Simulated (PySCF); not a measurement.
B-trichloroborazine (B₃Cl₃H₃N₃), SMILES ClB1NB(Cl)NB(Cl)N1. Heavy atoms are numbered as in [Cl:1][B:2]1[NH:3][B:4]([Cl:5])[NH:6][B:7]([Cl:8])[NH:9]1. Hydrogens are named by the atom that carries them.

Coordinates come from a B3LYP-D3(BJ)/def2-SVP optimisation.

Calculation: HF/pcSseg-1 in PySCF.

GIAO shieldings, no solvent; atoms alike by connectivity are averaged. δ = σ(ref) − σ: ³⁵Cl against HCl (σ = 958.2 ppm); ¹¹B against BF3 (σ = 102.7 ppm); ¹⁵N against NH3 (σ = 267.3 ppm); ¹H against TMS (σ = 31.99 ppm), references at their B3LYP-D3(BJ)/def2-TZVP geometries, non-relativistic (without spin–orbit terms, shifts of atoms bonded to Cl or Br come out too high).

Computed chemical shifts:
```json
[
 {"nucleus": "³⁵Cl", "atoms": "Cl1", "count": "3", "δ (ppm)": "29.9"},
 {"nucleus": "¹¹B", "atoms": "B2", "count": "3", "δ (ppm)": "21.1"},
 {"nucleus": "¹⁵N", "atoms": "N3 (NH)", "count": "3", "δ (ppm)": "112.1"},
 {"nucleus": "¹H", "atoms": "H on N3", "count": "3", "δ (ppm)": "4.91"}
]
```
